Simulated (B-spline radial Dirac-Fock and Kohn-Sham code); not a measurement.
Subshell cross sections of Sc, photon energy 2770 eV

System: neutral scandium, [Ar] 3d1 4s2.

Level of theory: a relativistic central-field model (Hartree-Slater potential of the initial state, Latter tail, multipole expansion of the photon field, Dirac-Fock thresholds); a radial B-spline solver. The asymmetry parameter β is from the dipole term alone. Kinetic energies are from the vacuum level. Open shells are spread statistically over j, without multiplet splitting.

```tsv
subshell	electrons	binding (eV)	kinetic (eV)	σ (kb)	β
2s	2	510.5	2259.5	11.1	2.00
2p1/2	2	415.0	2355.0	4.44	1.14
2p3/2	4	410.5	2359.5	8.55	1.14
3s	2	66.90	2703.1	1.48	2.00
3p1/2	2	39.77	2730.2	0.489	1.08
3p3/2	4	39.27	2730.7	0.942	1.08
3d3/2	0.4	7.28	2762.7	0.00185	0.48
3d5/2	0.6	7.26	2762.7	0.00272	0.48
4s	2	5.52	2764.5	0.104	2.00
```

Branching ratios of the spin-orbit partners (statistical value in brackets): 2p 1.92 (2.00), 3p 1.92 (2.00), 3d 1.47 (1.50).

Run: 4.7 s of CPU time on 1 thread of Intel(R) Xeon(R) Platinum 8488C (shared host), peak memory 0.35 GiB.

Values without a named source are computed, but for edge energies of neutral atoms, which are taken from tables.
